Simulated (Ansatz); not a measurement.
Consider the formal exchange of groups at a C–Si bond: `FC[SiH](F)CCl` + `[CH3][InH2]` → `[CH3][InH][CH2]Cl` + `FC[SiH2]F`.

Program: Ansatz. Geometries: PBE0-D4/def2-TZVP. ΔE: electronic, gas phase. CCSD(T)/CBS adds triple-zeta CCSD(T) − MP2 to the extrapolated MP2 energy (def2 sets, frozen cores). Functionals use def2-TZVPP. B3LYP here is the variant with VWN-RPA as its local correlation; programs differ in this. Elements past krypton have def2 core potentials. For In outer-core shells are correlated without core-valence functions, which leaves a few kJ/mol of doubt a bond. Each species was taken in one conformer, which may not be the lowest.

`FC[SiH](F)CCl`:

Cartesian coordinates in Å:
```
F 1.518 0.526 1.457
C 1.358 0.766 0.095
Si 0.135 -0.466 -0.629
F 0.785 -1.929 -0.590
C -1.427 -0.491 0.399
Cl -2.180 1.118 0.197
H 2.339 0.686 -0.386
H 1.002 1.793 -0.035
H -0.165 -0.124 -2.039
H -1.221 -0.634 1.460
H -2.145 -1.243 0.071
```

`[CH3][InH2]`:

```xyz
7

C     0.367   -0.867   -0.364
In   -0.414    0.992    0.392
H     1.142   -0.701   -1.112
H     0.802   -1.435    0.463
H    -0.431   -1.473   -0.796
H     0.463    2.469    0.186
H    -1.929    1.016    1.230
```

`[CH3][InH][CH2]Cl`:

Z-matrix (Å, degrees):
```
C
In 1 2.147
H 1 1.091 2 109.2
H 1 1.092 2 109.7 3 -118.1
H 1 1.089 2 111.9 3 121.0
C 2 2.179 1 115.9 3 43.7
Cl 2 3.004 1 107.6 3 5.0
H 2 1.723 1 127.1 3 -130.0
H 6 1.088 2 117.0 1 28.0
H 6 1.087 2 117.3 1 162.1
```

`FC[SiH2]F`:

```xyz
8

F    -0.956   -0.143    1.684
C    -0.136    0.542    0.797
Si    0.135   -0.442   -0.783
F     1.039   -1.725   -0.475
H     0.814    0.755    1.300
H    -0.606    1.505    0.562
H     0.865    0.419   -1.748
H    -1.155   -0.910   -1.338
```

```tsv
level	ΔE (kJ/mol)	difference from CCSD(T)/CBS
PBE-D4	23.2	8.8
r2SCAN-D4	23.9	9.5
B3LYP-D4	23.9	9.5
ωB97M-V	26.7	12.3
r2SCAN	23.1	8.7
MP2/def2-TZVPP	15.0	0.6
CCSD/def2-TZVPP	20.4	6.0
CCSD(T)/def2-TZVPP	19.0	4.6
HF/def2-QZVPP	24.1	9.7
HF/CBS(def2)	24.0	9.6
CCSD(T)/CBS	14.4	0
```

Largest T1 diagnostic among the species: 0.013.

From PBE to PBE0 (25 % exact exchange), in def2-TZVPP and without D4, ΔE moves by +3.3 kJ/mol. In def2-TZVPP, CCSD(T) changes the Hartree–Fock value by −5.8 kJ/mol (the triples alone add −1.4 kJ/mol) and MP2 by −9.8 kJ/mol. The D4 term adds +4.3 kJ/mol with B3LYP and +2.3 kJ/mol with PBE0; it sums over pairs of atoms, weighted by their polarisabilities, and B3LYP, whose exchange is more repulsive, gets the larger term.
